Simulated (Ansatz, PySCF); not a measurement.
Reaction (SMILES): C=CF [fluoroethene] + 3 [H][H] (H2) → 2 C (CH4) + F (HF)
Structures are relaxed separately at B3LYP-D3(BJ)/def2-TZVP in Ansatz (a quantum-chemistry and plane-wave program).
Geometry of the first species:
```
C
C 1 1.3174
F 1 1.3475 2 122.16
H 2 1.0798 1 119.40 3 180.00
H 2 1.0810 4 119.01 1 180.00
H 1 1.0823 2 126.09 4 0.00
```
Charge 0, spin multiplicity 1.

Property: energy of full hydrogenation (0 K, with B3LYP-D3(BJ) harmonic zero-point energies from PySCF), in kcal/mol. Cores are frozen in the correlated levels unless marked. No spin-orbit coupling. Non-relativistic. Basis-set limits of correlation are two-point, X^-3; Hartree-Fock from the larger set. [CCSD(T)-MP2]/basis is that difference in the basis named.

RI-MP2/CBS(aug-cc-pVTZ,aug-cc-pVQZ)+[CCSD(T)-MP2]/aug-cc-pVTZ (Ansatz) gives -64.9 kcal/mol.

Problem. Another calculation gave -67.4 kcal/mol. Which level was it?
A) TPSS/def2-TZVPD (PySCF)
B) B2GP-PLYP/def2-TZVPD (Ansatz)
C) wB97X/def2-TZVPD (Ansatz)
D) MN15/def2-TZVPD (PySCF)

Solution. C, wB97X/def2-TZVPD (Ansatz). The others give -59.2 (MN15), -64.1 (B2GP-PLYP), -55.4 (TPSS) kcal/mol.
